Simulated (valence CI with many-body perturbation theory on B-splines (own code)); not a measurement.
Which ion has this spectrum?

A relativistic CI+MBPT calculation for an atom or ion with 7 electrons gives these levels (cm⁻¹):

| J | Parity | E | g |
| --- | --- | --- | --- |
| 3/2 | odd | 0.0 | 2.00 |
| 5/2 | odd | 19323 | 1.20 |
| 3/2 | odd | 19341 | 0.80 |
| 3/2 | odd | 28991 | 1.33 |
| 1/2 | odd | 29007 | 0.67 |
| 1/2 | even | 83195 | 2.67 |
| 3/2 | even | 83233 | 1.73 |
| 5/2 | even | 83285 | 1.60 |
| 1/2 | even | 86057 | 0.67 |
| 3/2 | even | 86139 | 1.33 |
| 1/2 | even | 88190 | 2.67 |
| 3/2 | even | 88212 | 1.73 |
| 5/2 | even | 88219 | 1.60 |
| 1/2 | odd | 93503 | 2.00 |

The energies are calculated, with errors of about 85 cm⁻¹, more in some levels.

Task: Which is it?
A. O+
B. N
C. Ne3+
D. F2+

Result: B. N, ground level 2s²2p³ ⁴S°_3/2.
